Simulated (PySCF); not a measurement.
## Spin states and ions at one geometry of [Pb(H2O)2]2+

PySCF 2.14.0, RKS B3LYP, Pb def2-SVP with ECP60, O def2-SVP, H def2-SVP; non-relativistic Hamiltonian with scalar-relativistic core potentials where named; density fitting; no spin-orbit coupling; singlets restricted, open shells unrestricted. The geometry is relaxed for charge +2, singlet, vacuum:

```xyz
7

Pb   -0.2936    1.4406    0.0132
O     0.1336   -0.2137    1.6619
H     0.6246   -0.0596    2.4963
H    -0.2509   -1.1112    1.7415
O    -0.0363   -0.1966   -1.6758
H     0.4488   -1.0458   -1.6316
H    -0.3324   -0.1028   -2.6055
```

Energies count from the relaxed state; an electron taken off or put on is at rest in vacuum. Charges and spins are Mulliken's.

```tsv
state	energy (eV)	spin squared	charge on Pb1 (e)	spin on Pb1 (e)	dipole about the centre of mass (D)
charge +2, singlet, vacuum	0.00	0.00	1.48	0.00	5.34
charge +2, triplet, vacuum	5.99	2.01	0.99	1.25	8.95
charge +1, doublet, vacuum	-11.08	0.75	0.62	0.99	5.43
```

Q: What does the state charge +3, doublet, vacuum give?

A: energy (eV) 22.69, spin squared 0.76, charge on Pb1 (e) 1.69, spin on Pb1 (e) -0.02, dipole about the centre of mass (D) 10.59.

With an electron taken off (doublet) the charges change, summed by element, by Pb +0.21 e, O +0.52 e, H +0.27 e. The vertical ionisation energy is 22.69 eV, against −ε(HOMO) = 20.02 eV of the relaxed state. The level lies 2.7 eV too high, as is usual for semilocal functionals and global hybrids, which keep a self-interaction error.

With an electron put on (doublet) the charges change, summed by element, by Pb -0.86 e, O +0.03 e, H -0.17 e. The vertical electron affinity is 11.08 eV, against −ε(LUMO) = 13.58 eV of the relaxed state.

Open shells may have lower solutions than those found.
